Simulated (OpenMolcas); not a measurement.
# Multiplet structure of Re⁵⁺

```yaml
Program: OpenMolcas
Method: "SS-CASPT2, IPEA 0.25 Eh, imaginary shift 0.1 Eh (closed shells correlated: 5s 5p)"
Basis: ANO-RCC-VTZP [8s7p5d3f2g1h]
Scalar_Hamiltonian: DKH2, point nucleus
Active_space: 2 electrons in 5 orbitals (5d)
State_averaging: 2S+1 = 3 even, 10 roots; 2S+1 = 1 even, 15 roots kept (CI in the orbitals of an earlier block)
Spin-orbit_coupling: RASSI with atomic mean-field integrals over the reference wave functions, term energies averaged over their components
```

Spin-free terms above the lowest, with the occupations of the reference:

```csv
Configuration,Term,E (cm⁻¹),Occupations
5d²,³F,0.0,5d 2.00
5d²,¹D,8680,5d 2.00
5d²,³P,11640,5d 2.00
5d²,¹G,15760,5d 2.00
5d²,¹S,38360,5d 2.00
```

With spin-orbit coupling, above the lowest level:

```
Configuration  Term  J  E (cm⁻¹)  Term weight %  Second
          5d²    ³F  2       0.0             88   11 ¹D
          5d²    ³F  3      8310            100        
          5d²    ³F  4     14940             88   12 ¹G
          5d²    ³P  0     15000             92    8 ¹S
          5d²    ¹D  2     16870             54   36 ³P
          5d²    ³P  1     19950            100        
          5d²    ¹G  4     27570             88   12 ³F
          5d²    ³P  2     28380             63   35 ¹D
          5d²    ¹S  0     51620             92    8 ³P
```

Spin-orbit coupling puts the lowest level 10336 cm⁻¹ below the lowest spin-free term.

A least-squares Racah fit to the terms below 60000 cm-1, each weighted by 2L + 1 and with a free common offset, gives B = 835 cm-1 and C = 2861 cm-1 (C/B = 3.43), with an rms deviation of 522 cm-1.

For ³F the intervals divided by the larger J are 2770.5, 1657.1 cm-1. Landé's interval rule makes them equal in pure LS coupling; they differ by 50 % of their mean. The multiplet is regular.

CASPT2 does not keep the components of a term degenerate, so their means are used; among the terms shown or strongly mixed into the levels shown the widest spread is 440 cm-1 (5d² ³F). Terms from blocks run as CI alone lack orbitals of their own. Only configurations of the active space appear.

The CASPT2 steps took 6.8 s on 1 thread of Arm Neoverse V2, on a shared host; the integral step is not counted.

The term weight is that of the spin-free term in the level, not the purity of its configuration.
